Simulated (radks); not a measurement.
Question: Dipole-allowed excitations along the series with 18 electrons in [Ar]. All-electron calculation, scalar-relativistic Kohn-Sham, LB94 model potential, spin-polarised, spherical densities, finite nucleus; Fermi nuclear charge, rms radius of each element as measured or else 0.836 A^(1/3) + 0.57 fm. Program: a radial shooting solver on a logarithmic mesh with Libxc functionals. Time-dependent linear response with the Hartree and adiabatic LDA kernel, continuum included through the Sternheimer equations, no spin-orbit coupling, so fine structure and intercombination lines are absent. Lines are the poles of the dipole polarisability below minus the highest occupied eigenvalue, found on a grid refined at the orbital gaps; the lowest seven at most are given, and weak or close lines can be missed. The first line takes the name of the lowest orbital gap if no other gap lies below it; otherwise a line is named after a gap within 0.6 % of it, if that gap stands alone.

species  -e(HOMO) (eV)  lowest orbital gap (eV)  first line (eV)      f  strongest line (eV)  its f  static alpha (bohr^3)
Ca2+            50.372             3p-3d 26.753   29.354 (3p-4s)  0.567  33.741 (unassigned)   3.59                  3.392
Sc3+            72.729             3p-3d 31.699   40.152 (3p-4s)   1.61  41.601 (unassigned)   3.01                  2.204
Ti4+            98.323             3p-3d 36.387   48.058 (3p-3d)   4.28            the first   4.28                  1.525
V5+             127.11             3p-3d 40.929   54.239 (3p-3d)   3.80            the first   3.80                  1.105

Estimate the first line of K+, its oscillator strength and the static polarisability.

Answer: 19.805 eV (3p-4s), f = 0.443, alpha = 5.741 bohr^3.
